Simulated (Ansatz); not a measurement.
Sb3⁻. Charge -1, multiplicity 3. Geometry r2SCAN-D4/def2-SVPD; atoms count from 1.

```xyz
3

Sb    0.395    0.768    1.363
Sb    0.664    0.449   -1.401
Sb   -1.060   -1.217    0.038
```

In the def2 sets Sb takes a core potential; there is no spin–orbit coupling. The structure comes from a short search, and lower isomers may exist.

(1) Estimate the Mulliken populations from the PBE0/def2-TZVPD orbitals of Ansatz.

(2) Where does the spin sit?

(3) And the Mayer bond orders between bonded heavy atoms (over 0.3)?

## Answers

(1) 
| atom | charge (e) | spin (α − β) |
| --- | --- | --- |
| Sb1 | -0.33 | 0.67 |
| Sb2 | -0.33 | 0.67 |
| Sb3 | -0.33 | 0.67 |
Mulliken values and Mayer orders depend strongly on the basis. With diffuse functions, as here, like atoms can get unlike values, and bond orders can come out too low or too high.

(2) Summed by element: Sb 2.00, of 2 unpaired in all. Largest on single atoms: Sb2 0.67, Sb1 0.67, Sb3 0.67.

(3) Sb1–Sb2 1.24 (2.80 Å); Sb1–Sb3 1.24 (2.80 Å); Sb2–Sb3 1.24 (2.80 Å).
